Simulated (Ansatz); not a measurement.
Input for Ansatz (a program for electronic structure): R-B3LYP-D3(BJ)/def2-TZVP on BrGeH (SMILES [GeH][Br]).

Ansatz 0.2 input:
```yaml
crystal:
  periodic: [false, false, false]
  atoms:
    - {symbol: Ge, position_ang: [-0.08197540, -0.18852509, 0.89721724]}
    - {symbol: H, position_ang: [-1.18421184, -0.71909342, -0.25813293]}
    - {symbol: Br, position_ang: [1.24960287, 0.93130430, -0.67424413]}
basis:
  gaussian:
    orbitals: def2-TZVP
hamiltonian:
  xc: b3lyp
  dispersion: d3bj
relax: {f_tol: 0.003, max_steps: 120}
```

Program output:

```
WARN ansatz: RAYON_NUM_THREADS=1 ignored (pool sized by the plan → 1); use --threads N
Functional definition: B3LYP
integrals: 0.03 GiB planned
846 factors; their error is unknown
mean field: 0.35 GiB planned
mean field evaluation 1: about -126582.0136 eV, gradient 1.9e1 eV
mean field evaluation 2: about -126581.3866 eV, gradient 2.7e1 eV
mean field evaluation 4: about -126582.7456 eV, gradient 1.0e0 eV
mean field evaluation 8: about -126583.3118 eV, gradient 8.8e-2 eV
mean field evaluation 16: about -126583.3118 eV, gradient 2.2e-5 eV
mean field -126583.31182372 eV, -4651.8509082712 hartree, gradient 2.2e-5 eV, S^2 0.000000; 0 other end points of the search recorded, 0 dependent functions left out
the calculation of the forces begins
reference -126583.31201739 eV, -4651.8509153886 hartree; 34, 34 occupied and 68, 68 virtual orbitals, 846 factors
relax step   1: F+E_penalty+E_count = -126583.42877894 eV  Δ(F+E_penalty+E_count) = +0.000e0 eV  max|allowed force component| = 6.891e-1 eV/Å  Δτ_max = 0.0000 Å  (27 SCF iters, accepted)
these checks for a lower state are left out or cut short: starts, cluster_reference, orbital_swaps, neighbouring_geometries, increment
integrals: 0.03 GiB planned
846 factors; their error is unknown
mean field: 0.35 GiB planned
mean field -126583.34961084 eV, -4651.8522969222 hartree, gradient 1.2e-5 eV, S^2 0.000000; 0 other end points of the search recorded, 0 dependent functions left out
the calculation of the forces begins
reference -126583.34980490 eV, -4651.8523040539 hartree; 34, 34 occupied and 68, 68 virtual orbitals, 846 factors
relax step   2: F+E_penalty+E_count = -126583.46605294 eV  Δ(F+E_penalty+E_count) = -3.727e-2 eV  max|allowed force component| = 1.104e-1 eV/Å  Δτ_max = 0.0435 Å  (31 SCF iters, accepted)
these checks for a lower state are left out or cut short: starts, cluster_reference, orbital_swaps, neighbouring_geometries, increment
integrals: 0.03 GiB planned
846 factors; their error is unknown
mean field: 0.35 GiB planned
mean field evaluation 32: about -126583.3496 eV, gradient 1.1e-5 eV
mean field -126583.34960323 eV, -4651.8522966428 hartree, gradient 1.1e-5 eV, S^2 0.000000; 0 other end points of the search recorded, 0 dependent functions left out
the calculation of the forces begins
reference -126583.34979697 eV, -4651.8523037624 hartree; 34, 34 occupied and 68, 68 virtual orbitals, 846 factors
relax step   3: F+E_penalty+E_count = -126583.46644004 eV  Δ(F+E_penalty+E_count) = -3.871e-4 eV  max|allowed force component| = 4.081e-2 eV/Å  Δτ_max = 0.0288 Å  (31 SCF iters, accepted)
these checks for a lower state are left out or cut short: starts, cluster_reference, orbital_swaps, neighbouring_geometries, increment
integrals: 0.03 GiB planned
846 factors; their error is unknown
mean field: 0.35 GiB planned
mean field -126583.35052014 eV, -4651.8523303384 hartree, gradient 1.0e-5 eV, S^2 0.000000; 0 other end points of the search recorded, 0 dependent functions left out
the calculation of the forces begins
reference -126583.35071405 eV, -4651.8523374646 hartree; 34, 34 occupied and 68, 68 virtual orbitals, 846 factors
relax step   4: F+E_penalty+E_count = -126583.46715924 eV  Δ(F+E_penalty+E_count) = -7.192e-4 eV  max|allowed force component| = 4.103e-3 eV/Å  Δτ_max = 0.0146 Å  (32 SCF iters, accepted)
these checks for a lower state are left out or cut short: starts, cluster_reference, orbital_swaps, neighbouring_geometries, increment
integrals: 0.03 GiB planned
846 factors; their error is unknown
mean field: 0.35 GiB planned
mean field -126583.35051345 eV, -4651.8523300925 hartree, gradient 1.0e-5 eV, S^2 0.000000; 0 other end points of the search recorded, 0 dependent functions left out
the calculation of the forces begins
reference -126583.35070735 eV, -4651.8523372184 hartree; 34, 34 occupied and 68, 68 virtual orbitals, 846 factors
relax step   5: F+E_penalty+E_count = -126583.46716093 eV  Δ(F+E_penalty+E_count) = -1.689e-6 eV  max|allowed force component| = 3.865e-4 eV/Å  Δτ_max = 0.0005 Å  (33 SCF iters, accepted)
integrals: 0.03 GiB planned
846 factors; their error is unknown
mean field: 0.35 GiB planned
mean field evaluation 64: about -126583.3505 eV, gradient 4.3e-2 eV
mean field -126583.35051345 eV, -4651.8523300925 hartree, gradient 1.0e-5 eV, S^2 0.000000; 1 other end points of the search recorded, 0 dependent functions left out
the calculation of the forces begins
reference -126583.35070735 eV, -4651.8523372184 hartree; 34, 34 occupied and 68, 68 virtual orbitals, 846 factors
Total energy: -126583.46735483 eV, -4651.8566239342 hartree
Atom 0 at    -0.113603    -0.206728     0.882519 Å, force    -0.000061    -0.000102     0.000386 eV/Å
Atom 1 at    -1.151145    -0.701280    -0.235220 Å, force    -0.000098    -0.000038    -0.000161 eV/Å
Atom 2 at     1.248164     0.931694    -0.682459 Å, force     0.000159     0.000140    -0.000225 eV/Å
Dipole moment:    -0.215821    -0.184571     0.273724 e Å
```

Self-consistency was reached.

Cost: very roughly 12 core-seconds.
